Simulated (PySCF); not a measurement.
Computed IR spectrum (relative IR intensity) of a molecule C₂H₉FOSi₂. The structure is a stationary point at B3LYP-D3(BJ)/def2-SVP. The values are those of a single conformer. Level of theory: PySCF 2.14.0 with B3LYP-D3(BJ)/def2-SVP. Frequencies are harmonic and unscaled.

Lines under 2 % of the strongest are left out, and lines within 2 cm⁻¹ are merged.

ν (cm⁻¹): 74 (vw), 232 (w), 267 (w), 332 (w), 410 (m), 490 (vw), 654 (vw), 667 (w), 718 (w), 774 (m), 794 (m), 832 (m), 856 (vs), 898 (s), 946 (s), 956 (m), 959 (m), 1018 (vw), 1064 (m), 1077 (s), 1159 (m), 1382 (m), 1448 (vw), 2220 (m), 2223 (m), 2227 (s), 2250 (s), 2954 (m), 3068 (w), 3796 (m) (against the strongest line: vs over 80 %, s over 45 %, m over 15 %, w over 4 %, vw less)

### Question
Which structure fits?
(A) OC[Si@H](F)C[SiH3]
(B) C[C@@H]([SiH3])O[SiH2]F
(C) OCC[SiH2][SiH2]F
(D) CO[SiH2][C@@H](F)[SiH3]

### Answer
A, OC[Si@H](F)C[SiH3]
